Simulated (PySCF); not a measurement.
C₃H₇NOSi.

```xyz
13

C     -1.9272     0.0345     0.5612
C     -0.8262     0.1964    -0.5073
C     -0.1161     1.4634    -0.3812
N      0.5204     2.4211    -0.2213
Si     0.5220    -1.1638    -0.3620
O      1.3849    -0.9103     1.0375
H     -1.4912     0.0380     1.5715
H     -2.6669     0.8471     0.5033
H     -2.4518    -0.9221     0.4196
H     -1.2606     0.1417    -1.5214
H     -0.1396    -2.4850    -0.2267
H      1.3685    -1.1031    -1.5867
H      1.8281    -0.0554     1.1222
```
Charge 0, spin multiplicity 1.

Geometry optimised at B3LYP-D3(BJ)/def2-SVP. The structure was generated by enumeration; whether it is a known compound was not checked. Other conformers were not sampled.

Method: B3LYP/pcSseg-1 run with PySCF. Non-relativistic, no solvent.

Computed absolute GIAO shielding of each atom: isotropic value and principal components (ppm):
```tsv
atom	σ(iso)	σ11	σ22	σ33	span
C1	163.9	149.0	161.9	180.6	31.6
C2	163.7	153.6	161.8	175.7	22.1
C3	53.8	-68.0	-61.7	291.0	359.1
N4	-42.4	-216.3	-204.5	293.6	509.9
Si5	353.8	333.4	337.7	390.3	56.9
O6	318.5	294.3	316.4	345.0	50.7
H7	29.8	25.7	29.1	34.5	8.8
H8	29.8	25.2	27.8	36.2	11.0
H9	30.3	25.9	27.9	37.2	11.3
H10	30.0	25.5	28.7	35.8	10.2
H11	26.9	24.0	25.0	31.6	7.6
H12	26.4	22.9	24.7	31.6	8.7
H13	29.7	20.9	26.2	41.9	21.0
```
